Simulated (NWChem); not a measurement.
# Si₂H₃, doublet; SMILES [SiH2][SiH]

Results from NWChem. Spin-unrestricted. Geometry: optimised at PBE-D3(BJ)/def2-SVP, spin-unrestricted. No stability test was run on the SCF state. Level: PBE/def2-SVP with SMD (1 M gas to 1 M solution), gas-phase geometry. Reactions with the solvent are ignored.

Question: Order these by “dipole in solution (D)”, lowest first: 1,4-dioxane; ethyl acetate; diethyl ether; methanol.

Answer: 1,4-dioxane (1.26), diethyl ether (1.43), ethyl acetate (1.50), methanol (1.64)
